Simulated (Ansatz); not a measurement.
[VF6]2- (VF₆²⁻): single points at one geometry.

```yaml
crystal:
  periodic: [false, false, false]
  atoms:
    - {symbol: V, position_ang: [-0.000007, 0.000004, -0.000004]}
    - {symbol: F, position_ang: [-0.017684, -0.010246, 1.885720]}
    - {symbol: F, position_ang: [0.017751, 0.010152, -1.885725]}
    - {symbol: F, position_ang: [1.858120, -0.020119, 0.017364]}
    - {symbol: F, position_ang: [-1.858128, 0.020212, -0.017340]}
    - {symbol: F, position_ang: [-0.029272, 1.856777, 0.009750]}
    - {symbol: F, position_ang: [0.029210, -1.856770, -0.009785]}
basis:
  gaussian: {orbitals: def2-TZVPD, initial_orbitals: start.molden}
total_charge: -2
magnetization: {spin_polarized: true, initial_magnetization: 1}
hamiltonian: {xc: pbe, dispersion: d4}
scf: {omitted_lower_state_checks: [starts]}
output: {orbitals: {seedname: orbitals}}
```

The file start.molden holds the orbitals of an earlier run on this structure, at another level or in another basis.

```sh
$ ansatz run in.yaml --threads 4 --pin off --events-out ev --progress --plain --max-ram 8704MiB
```

Shortened log:

```
Functional definition: PBE
  name "PBE"
  cite "Perdew, Burke & Ernzerhof, Phys. Rev. Lett. 77, 3865 (1996) doi:10.1103/PhysRevLett.77.3865"
  parent pbe
  parameter kappa = 0.804
  parameter beta = 0.06672455060314922
  exchange = pbe_x(kappa = kappa, mu = beta*pi^2/3)
  correlation = pbe_c(beta = beta)
these checks for a lower state are left out or cut short: starts
1635 factors; their error is unknown
mean field evaluation 1: about -41983.2493 eV, gradient 1.1e1 eV
mean field evaluation 2: about -41983.6466 eV, gradient 5.5e-1 eV
mean field evaluation 4: about -41983.6386 eV, gradient 5.7e-2 eV
mean field evaluation 8: about -41983.6386 eV, gradient 1.3e-5 eV
mean field -41983.63862245 eV, -1542.8702618426 hartree, gradient 6.6e-6 eV, S^2 0.754064; 0 other end points of the search recorded, 0 dependent functions left out
reference -41983.63866687 eV, -1542.8702634750 hartree; 40, 39 occupied and 248, 249 virtual orbitals, 1635 factors
Total energy: -41983.80135189 eV, -1542.8762420393 hartree
Checks for a lower state left out: starts
```

It took 31 s on 4 threads of Arm Neoverse N1 on a shared host, peak host memory 1.1 GiB.

The first input with `hamiltonian: {xc: {name: r2SCANh}, dispersion: d4}` (abridged; 99 s):

```
Functional definition: r2SCANh
mean field -41995.96118143 eV, -1543.3231075326 hartree, gradient 8.2e-6 eV, S^2 0.755878
Total energy: -41996.00337168 eV, -1543.3246579957 hartree
Checks for a lower state left out: starts
```

The first input with `gaussian: {orbitals: def2-SVPD, initial_orbitals: start.molden}`, `hamiltonian: {xc: {name: LC-wPBE, parameters: {omega: 0.2/bohr}}}` (abridged; 25 s):

```
Functional definition: LC-wPBE
mean field -41966.01790143 eV, -1542.2227122890 hartree, gradient 6.0e-6 eV, S^2 0.753579
Total energy: -41966.01790146 eV, -1542.2227122902 hartree
Checks for a lower state left out: starts
```

The first input with `gaussian: {orbitals: def2-SVPD, initial_orbitals: start.molden}`, `hamiltonian: {xc: {name: LC-wPBE, parameters: {omega: 0.15/bohr}}}` (abridged; 24 s):

```
Functional definition: LC-wPBE
mean field -41965.49265600 eV, -1542.2034098754 hartree, gradient 5.6e-6 eV, S^2 0.753699
Total energy: -41965.49265606 eV, -1542.2034098776 hartree
Checks for a lower state left out: starts
```

As the first input, with `correlation: {method: mp2}` and without the key `hamiltonian` (abridged; 54 s):

```
Functional definition: HF
mean field -41905.05442328 eV, -1539.9823457895 hartree, gradient 8.7e-8 eV, S^2 0.754422
11 core orbitals not correlated: weight in the atoms' cores, before any rotation towards them, 1.000 or more for the frozen orbitals, at most 0.000 for the correlated occupied ones
second order -53.98986948 eV of doubles, -0.00000000 eV of singles
Total energy: -41959.04429276 eV, -1541.9664368974 hartree
Checks for a lower state left out: starts
```

First input, but with `hamiltonian: {xc: pbe0, dispersion: d4}`, `output: {forces: true, orbitals: {seedname: orbitals}}` (abridged; 99 s):

```
Functional definition: PBE0
mean field evaluation 16: about -41982.7628 eV, gradient 7.0e-7 eV
mean field -41982.76283019 eV, -1542.8380770707 hartree, gradient 1.6e-7 eV, S^2 0.754196
Total energy: -41982.89932384 eV, -1542.8430931197 hartree
Atom 0 force     0.000084    -0.000039     0.000044 eV/Å
Atom 1 force     0.001475     0.000966    -0.163783 eV/Å
Atom 2 force    -0.001590    -0.000808     0.163755 eV/Å
Atom 3 force    -0.178945    -0.000488    -0.001724 eV/Å
Atom 4 force     0.178897     0.000351     0.001655 eV/Å
Atom 5 force     0.000528    -0.181097    -0.000947 eV/Å
Atom 6 force    -0.000449     0.181116     0.001001 eV/Å
Dipole moment:    -0.000021     0.000008    -0.000005 e Å
Checks for a lower state left out: starts
```

First input, but with `hamiltonian: {xc: r2scan, dispersion: d4}` (abridged; 68 s):

```
Functional definition: r2SCAN
mean field evaluation 16: about -41997.6293 eV, gradient 6.4e-6 eV
mean field -41997.62934060 eV, -1543.3844112514 hartree, gradient 6.4e-6 eV, S^2 0.756171
Total energy: -41997.66950692 eV, -1543.3858873364 hartree
Checks for a lower state left out: starts
```

Geometry: r2SCAN-D4/def2-SVPD.

Correlated methods freeze 11 core orbitals; core or outer-core shells of V are correlated, in sets that lack core-valence functions. A multiply charged anion in the gas phase is held together partly by the finite basis. Removing one electron lowers the energy by 0.44 eV at PBE0-D4/def2-TZVPD, so it isn't bound. At PBE-D4/def2-TZVPD, r2SCANh-D4/def2-TZVPD, LC-ωPBE (ω = 0.20 bohr⁻¹)/def2-SVPD, LC-ωPBE (ω = 0.15 bohr⁻¹)/def2-SVPD and others the highest occupied level of the charge -2 doublet lies above zero (up to 5.28 eV). By energy differences it is unbound by 1.88 eV (vertical, to the charge -1 singlet, at PBE-D4/def2-TZVPD) and held by the finite basis. No other spin state of charge -2 was run.
